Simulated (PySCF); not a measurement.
# C₆ coefficients of unlike pairs at B3LYP

Calculated with PySCF 2.14 from the dipole response of each species, C₆(A,B) = (3/π) ∫ α_A(iu) α_B(iu) du, in atomic units, from isotropic polarisabilities. For ions this is the dispersion term alone; charge-induced terms of lower order in 1/R come first.

| species | configuration | basis | relativity | α (bohr³) | C₆ (like pair) |
| --- | --- | --- | --- | --- | --- |
| N⁺ | [He] 2s2 2p2 (3P) | x2c-TZVPPall with one added diffuse shell each of s, p, d type (6s4p3d1f) | spin-free X2C | 3.817 | 8.162 |
| O⁺ | [He] 2s2 2p3 (4S) | dyall-av2z (11s7p2d) | none | 2.552 | 4.989 |
| Be | [He] 2s2 (1S) | aug-cc-pVTZ (5s4p3d2f) | none | 43.21 | 259.4 |

Problem. Estimate C₆ for Be with O⁺.

Solution. The integral gives 25.98. The combination rule 2 C_A C_B / (C_A α_B/α_A + C_B α_A/α_B) gives 25.94 and the geometric mean 35.97.

No spin-orbit coupling is included.

The other pairs:

| pair | C₆ |
| --- | --- |
| O⁺, N⁺ | 6.312 |
| Be, N⁺ | 36.67 |
